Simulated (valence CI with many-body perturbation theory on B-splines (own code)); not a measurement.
**Zr6+: calculation against measured levels**

Level of theory: relativistic CI+MBPT: six valence electrons over a frozen Dirac-Fock core [Ar] 3d10, a basis of 9 s, 9 p, 8 d, 6 f, 3 g, 1 h functions for each j, with the one-electron correlation potential Σ1, the two-electron term Σ2, the three-electron term Σ3, Breit, model QED; selected CI, second order for the rest, scaled by the run's own slope (own B-spline code, finite nucleus).

Set against measurement, 29 paired levels are off by 244 cm⁻¹ on average, the worst by 898. These come from a selection out of Rauch et al., Astron. Astrophys. 599, A142 (2017). Levels without a partner in it may be off by more. Among the levels kept, up to 1000 cm⁻¹ of a level comes from second order outside the variational space, and about a tenth of that is noise between levels of different J, which matters for small intervals. 1 measured level below the end of the list, from 289300 cm⁻¹ on, found no clear computed partner, and computed levels of the same name lie up to 2711 cm⁻¹ from them.

Measured levels: measured levels as listed in Rauch et al., Astron. Astrophys. 599, A142 (2017). Pairs share parity and J, and are chosen by configuration, term and nearness in energy; levels without a clear partner are left out. Energies in cm⁻¹ above the measured ground level.

Names give the largest LS component (configuration and term), which can be under half, so a name can repeat, a term be missing and a line seem to break the LS rules; names also repeat where a configuration has a term twice. Letters in brackets count levels of one name in rising energy.

```csv
Computed label,Label in the source,Measured,Computed,Difference
4s2.4p4 3P_2,4p4 3P,0,0.0,0
4s2.4p4 3P_0,4p4 3P,12557,12585.6,+29
4s2.4p4 3P_1,4p4 3P,13549,13523.2,-26
4s2.4p4 1D_2,4p4 1D,27176,27249.1,+73
4s2.4p4 1S_0,4p4 1S,56943,57121.7,+179
4s.4p5 3P°_2,4s 4p5 3P°,192812,192516.9,-295
4s.4p5 3P°_1,4s 4p5 3P°,201981,201691.5,-290
4s.4p5 3P°_0,4s 4p5 3P°,208638,208326.5,-311
4s.4p5 1P°_1,4s 4p5 1P°,243704,243569.2,-135
4s2.4p3.4d 5D°_0,4p3(4S) 4d 5D°,262683,262855.5,+173
4s2.4p3.4d 5D°_1,4p3(4S) 4d 5D°,263119,263179.4,+60
4s2.4p3.4d 5D°_2,4p3(4S) 4d 5D°,263702,263204.2,-498
4s2.4p3.4d 5D°_3,4p3(4S) 4d 5D°,264081,263309.3,-772
4s2.4p3.4d 5D°_4,4p3(4S) 4d 5D°,264903,264444.4,-459
4s2.4p3.4d 3D°_2 [a],4p3(4S) 4d,275418,275868.1,+450
4s2.4p3.4d 3D°_3,4p3(2D) 4d,280850,280661.1,-189
4s2.4p3.4d 3D°_1 [a],4p3(2D) 4d,282419,282052.4,-367
4s2.4p3.4d 3F°_2 [a],4p3(2D) 4d,285543,285158.4,-385
4s2.4p3.4d 3F°_3 [a],4p3(2D) 4d 3F°,288053,287702.1,-351
4s2.4p3.4d 3F°_4,4p3(2D) 4d 3F°,291472,291494.9,+23
4s2.4p3.4d 3G°_3,4p3(2D) 4d 3G°,296679,296547.5,-132
4s2.4p3.4d 3G°_4,4p3(2D) 4d 3G°,298282,298563.9,+282
4s2.4p3.4d 3G°_5,4p3(2D) 4d 3G°,300720,301618.0,+898
4s2.4p3.4d 1G°_4,4p3(2D) 4d 1G°,303437,303643.2,+206
4s2.4p3.4d 1D°_2,4p3(2P) 4d 1D°,311985,311845.9,-139
4s2.4p3.4d 3D°_1 [b],4p3(2P) 4d 3D°,312987,313014.0,+27
4s2.4p3.4d 3P°_0,4p3(2P) 4d 3P°,317400,317288.6,-111
4s2.4p3.4d 3D°_2 [b],4p3(2P) 4d,320989,320958.6,-30
4s2.4p3.4d 3F°_3 [b],4p3(2P) 4d 3F°,322407,322310.6,-96
4s2.4p3.4d 3F°_2 [b],4p3(2P) 4d 3F°,323711,323633.5,-77
```

Over 29 excited levels the mean absolute difference is 244 cm⁻¹, the median 179 and the largest 898. The comparison draws on a selection of the measured levels: 30 of the 32 computed ones have a partner in it, and others may be off by more.

These 1 measured levels below the end of the computed list are not counted above. Beside each stands the unpaired computed level of its name, or else the nearest of its J and parity; the gap is either an error of the method or a doubtful assignment.

```
Label in the source  J  Measured    Unpaired level  Computed
     4p3(2D) 4d 1S°  0    289300  4s2.4p3.4d 1S°_0    286589
```
